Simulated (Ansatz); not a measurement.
Constitutional and geometric isomers with formula CH6OSi. Gas-phase values, no solvent. One relaxed conformer stands for each flexible species; it need not be the lowest. Strings in code marks are SMILES.

Quantity: electronic energy of isomers of CH6OSi relative to `C[SiH2]O` (C–Si–O–H torsion 69°), in eV.

Case: `OC[SiH3]` (H–O–C–Si torsion 61°). Geometry of `[SiH3]CO` (neutral, multiplicity 1, Å):

```xyz
9

O     -1.4838     0.9430     0.1645
C     -0.8097    -0.3206     0.0706
Si     1.0434    -0.1198    -0.2772
H     -1.0972     1.4460     0.8894
H     -0.9769    -0.9289     0.9688
H     -1.2860    -0.8525    -0.7554
H      1.7232    -1.4392    -0.2620
H      1.2602     0.5361    -1.5867
H      1.6268     0.7359     0.7881
```

Problem. Estimate the electronic energy of isomers of CH6OSi relative to `C[SiH2]O` (C–Si–O–H torsion 69°) that frozen-core CCSD(T)/cc-pVDZ // B3LYP-D3(BJ)/def2-TZVP (Ansatz, a program for electronic structure) returns for this input.

Solution. 1.76 eV.
